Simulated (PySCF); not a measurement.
Correlation energy of Ir (iridium, neutral)

[Xe] 4f14 5d7 6s2, high-spin 4F determinant. All numbers are calculated (PySCF 2.14, a scalar-relativistic core potential, in def2-TZVP with the def2 core potential (60 electrons)). Frozen: 5s2 5p6; 9 electrons correlated.

MP2 pair energies summed by pair of shells (mhartree):

```
 pair   energy  share (%)
5d-5d  -102.41       57.1
5d-6s   -61.47       34.3
6s-6s   -15.49        8.6
```

Total MP2 correlation energy: -179.37 mhartree.

Same-spin part -65.30 and opposite-spin part -114.07 mhartree; SCS-MP2 scales them by 1/3 and 6/5 to -158.65 mhartree.
